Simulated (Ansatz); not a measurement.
The cluster Fe2S⁺: single points at one geometry.

```yaml
crystal:
  periodic: [false, false, false]
  atoms:
    - {symbol: Fe, position_ang: [-1.100875, 0.743170, 1.721672]}
    - {symbol: Fe, position_ang: [-1.374519, 1.521321, -0.731751]}
    - {symbol: S, position_ang: [-0.046706, 0.042809, 0.018279]}
basis:
  gaussian: {orbitals: def2-TZVP, initial_orbitals: start.molden}
total_charge: 1
magnetization: {spin_polarized: true, initial_magnetization: 1}
hamiltonian: {xc: pbe, dispersion: d4}
scf: {omitted_lower_state_checks: [starts]}
output: {orbitals: {seedname: orbitals}}
```

The file start.molden holds the orbitals of an earlier run on this structure, at another level or in another basis.

```sh
$ ansatz run in.yaml --threads 4 --pin off --events-out ev --progress --plain --max-ram 3916MiB
```

Shortened log:

```
Functional definition: PBE
1133 factors; their error is unknown
mean field evaluation 1: about -79586.8092 eV, gradient 8.8e0 eV
mean field evaluation 2: about -79587.2906 eV, gradient 1.3e0 eV
mean field evaluation 4: about -79587.3375 eV, gradient 9.8e-2 eV
mean field evaluation 8: about -79587.3112 eV, gradient 1.5e-5 eV
mean field evaluation 16: about -79587.3112 eV, gradient 7.0e-6 eV
mean field -79587.31121820 eV, -2924.7797410518 hartree, gradient 7.0e-6 eV, S^2 3.592686; 0 other end points of the search recorded, 0 dependent functions left out
reference -79587.31126354 eV, -2924.7797427178 hartree; 34, 33 occupied and 93, 94 virtual orbitals, 1133 factors
Total energy: -79587.40319656 eV, -2924.7831211940 hartree
Checks for a lower state left out: starts
```

Run time 5.5 s (4 threads of Arm Neoverse V2 on a shared host).

The first input with `hamiltonian: {xc: {text: "exchange = 0.90*pbe_x + 0.10*exact_x\ncorrelation = pbe_c"}}` (abridged; 11 s):

```
Functional definition: unnamed
mean field evaluation 16: about -79587.5421 eV, gradient 1.4e-5 eV
mean field -79587.54211966 eV, -2924.7882265238 hartree, gradient 3.7e-6 eV, S^2 3.768662
Total energy: -79587.54216206 eV, -2924.7882280822 hartree
Checks for a lower state left out: starts
```

The first input with `gaussian: {orbitals: def2-SVP, initial_orbitals: start.molden}` (abridged; 3.7 s):

```
Functional definition: PBE
mean field evaluation 16: about -79573.4293 eV, gradient 2.7e-5 eV
mean field -79573.42934576 eV, -2924.2695916490 hartree, gradient 6.4e-6 eV, S^2 3.693112
Total energy: -79573.52133660 eV, -2924.2729722501 hartree
Checks for a lower state left out: starts
```

As the first input, with `hamiltonian: {xc: {name: B2PLYP}}` and without the key `output` (abridged; 16 s):

```
Functional definition: B2PLYP
mean field -79579.65340363 eV, -2924.4983215571 hartree, gradient 2.7e-6 eV, S^2 4.354935
15 core orbitals not correlated: weight in the atoms' cores, before any rotation towards them, 1.000 or more for the frozen orbitals, at most 0.000 for the correlated occupied ones
second order -34.70656365 eV of doubles, -0.00000000 eV of singles
Total energy: -79589.02431315 eV, -2924.8426961299 hartree
Checks for a lower state left out: starts
```

As the first input, with `gaussian: {orbitals: 6-31G}`, `hamiltonian: {xc: hf}` (abridged; 8 s):

```
Functional definition: HF
mean field evaluation 16: about -79497.9587 eV, gradient 2.3e0 eV
mean field evaluation 32: about -79501.1016 eV, gradient 2.6e-5 eV
mean field evaluation 64: about -79501.2133 eV, gradient 6.0e-3 eV
mean field evaluation 96: about -79501.2221 eV, gradient 1.3e-2 eV
mean field -79501.22220143 eV, -2921.6160280387 hartree, gradient 3.3e-6 eV, S^2 4.435084; 2 other end points of the search recorded, 0 dependent functions left out
Total energy: -79501.22220143 eV, -2921.6160280387 hartree
Checks for a lower state left out: starts
```

As the first input, with `hamiltonian: {xc: {name: wB97X-V}}` (abridged; 61 s):

```
Functional definition: wB97X-V
mean field evaluation 16: about -79593.8858 eV, gradient 9.9e-6 eV
mean field -79593.88584734 eV, -2925.0213542162 hartree, gradient 9.9e-6 eV, S^2 3.816109
Total energy: -79593.88584700 eV, -2925.0213542037 hartree
Checks for a lower state left out: starts
```

As the first input, with `hamiltonian: {xc: pbe0, dispersion: d4}`, `output: {forces: true, orbitals: {seedname: orbitals}}` and without the key `scf` (abridged; 2.3 min):

```
Functional definition: PBE0
mean field evaluation 16: about -79588.2163 eV, gradient 1.8e-1 eV
mean field evaluation 32: about -79588.2456 eV, gradient 2.7e-5 eV
mean field evaluation 64: about -79588.2137 eV, gradient 3.7e-2 eV
mean field evaluation 96: about -79548.4792 eV, gradient 6.8e1 eV
mean field evaluation 128: about -79544.1418 eV, gradient 6.9e1 eV
mean field evaluation 160: about -79568.3524 eV, gradient 6.4e1 eV
mean field evaluation 192: about -79557.8516 eV, gradient 6.8e1 eV
mean field evaluation 224: about -79587.2841 eV, gradient 3.9e0 eV
mean field evaluation 256: about -79588.2450 eV, gradient 3.3e-2 eV
mean field evaluation 288: about -79587.9118 eV, gradient 8.2e-1 eV
mean field evaluation 320: about -79584.9804 eV, gradient 2.3e1 eV
mean field evaluation 352: about -79588.0951 eV, gradient 4.5e-1 eV
mean field evaluation 384: about -79587.5085 eV, gradient 9.4e-1 eV
mean field evaluation 416: about -79587.4936 eV, gradient 1.7e0 eV
mean field evaluation 448: about -79581.2227 eV, gradient 2.1e1 eV
mean field evaluation 480: about -79585.6190 eV, gradient 4.3e0 eV
mean field evaluation 512: about -79585.4294 eV, gradient 1.5e0 eV
mean field evaluation 544: about -79588.1905 eV, gradient 3.3e-2 eV
mean field evaluation 576: about -79588.2052 eV, gradient 7.8e-2 eV
mean field evaluation 608: about -79588.2267 eV, gradient 6.0e-2 eV
mean field -79588.24593576 eV, -2924.8140912885 hartree, gradient 2.6e-8 eV, S^2 3.946607; 24 other end points of the search recorded, 0 dependent functions left out
Total energy: -79588.32304019 eV, -2924.8169248240 hartree
Atom 0 force    -0.057792    -0.006813     0.312894 eV/Å
Atom 1 force    -0.224090     0.285414    -0.300851 eV/Å
Atom 2 force     0.281882    -0.278601    -0.012043 eV/Å
Dipole moment:    -0.669719     0.645340     0.109140 e Å
```

Geometry: r2SCAN-D4/def2-TZVP.

The 6-31G sets use Cartesian d functions. Correlated methods freeze 15 core orbitals; core or outer-core shells of Fe are correlated, in sets that lack core-valence functions. At PBE-D4/def2-TZVP, PBE with 10 % exact exchange/def2-TZVP, PBE-D4/def2-SVP, B2PLYP/def2-TZVP and others the charge 1 doublet is spin-contaminated (final ⟨S²⟩ up to 4.44, 0.75 for a pure state). At PBE-D4/def2-TZVP, PBE-D4/def2-SVP an occupied level lies above an empty one. The structure comes from a short search, and lower isomers may exist.
